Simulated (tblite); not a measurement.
Compound: C7H9FSi.
Cartesian coordinates in Å at the GFN2-xTB level; atoms count from 1:
```xyz
18
C7H9FSi angstrom
C      2.545    0.559   -0.138
C      2.121   -0.865   -0.009
C      0.863   -1.314    0.069
C     -0.347   -0.541    0.050
C     -1.565   -1.126    0.138
F     -1.736   -2.464    0.243
C     -2.752   -0.306    0.122
C     -2.532    1.012    0.019
Si    -0.677    1.322   -0.077
H      2.102    1.018   -1.021
H      3.627    0.630   -0.217
H      2.222    1.138    0.726
H      2.918   -1.595    0.025
H      0.714   -2.385    0.160
H     -3.719   -0.782    0.194
H     -3.335    1.728   -0.003
H     -0.178    2.081    1.070
H     -0.279    1.896   -1.362
```

Method: GFN2-xTB as coded in tblite; computed harmonic values from a numerical Hessian at the method's own geometry, unscaled. Errors from tens to a few hundred cm⁻¹ against measured bands are possible. Modes of hydrogen on silicon can be 10 to 20 % off. One conformer, not necessarily the lowest.

Harmonic wavenumbers (cm⁻¹): 46.1, 90.3, 133.5, 156.7, 205.9, 232.5, 285.2, 346.3, 419.7, 421.3, 505.2, 527.8, 550.8, 584.6, 606.5, 637.3, 673.9, 745.4, 750.2, 767.5, 786.5, 906.9, 924.2, 942.0, 1004.0, 1025.2, 1072.2, 1108.2, 1179.5, 1218.0, 1304.5, 1324.5, 1370.9, 1408.1, 1477.7, 1478.4, 1517.3, 1595.3, 1658.4, 2255.8, 2259.8, 2995.9, 3010.2, 3032.0, 3045.9, 3065.5, 3076.3, 3109.0.

A = 2050, B = 1146, C = 745.1 MHz; mass 140.046 u (most abundant isotopes); point group Cs, symmetry number 1.

Problem. What is the zero-point energy?

Solution. Half the sum of the wavenumbers: 28919 cm⁻¹ = 82.69 kcal/mol.

Problem. Give the ideal-gas entropy at 298.15 K and 1 bar in the rigid-rotor, harmonic-oscillator model (classical rotation).

Solution. Translation 40.75, rotation 29.60, vibration 27.82: S = 98.2 cal/(mol K).

Problem. And Cp and H(298.15 K) − H(0)?

Solution. Cp = 39.76 cal/(mol K), of which vibrations give 31.81 (their classical limit is 48 R = 95.4); H(298.15 K) − H(0) = 6.93 kcal/mol without the zero-point energy, 4.56 from vibrations.

Problem. Which modes carry the vibrational entropy at 298.15 K?

Solution. 46.1 cm⁻¹: 4.98; 90.3 cm⁻¹: 3.65; 133.5 cm⁻¹: 2.89; 156.7 cm⁻¹: 2.59; 205.9 cm⁻¹: 2.08; 232.5 cm⁻¹: 1.86 cal/(mol K); the other 42 give 9.76 together.

Problem. Blend soft modes into free rotors: weight 1/[1 + (100 cm⁻¹/ν̃)⁴] for the oscillator and the rest for a rotor with moment μB/(μ + B), μ = h/(8π²ν), B = 10⁻⁴⁴ kg m². What vibrational entropy results?

Solution. 26.02 cal/(mol K) in place of 27.82, which changes −T·S at 298.15 K by +0.53 kcal/mol.

Hindered rotation and anharmonicity are outside this model. Other conformers, if any are populated, would add a mixing term that is left out.
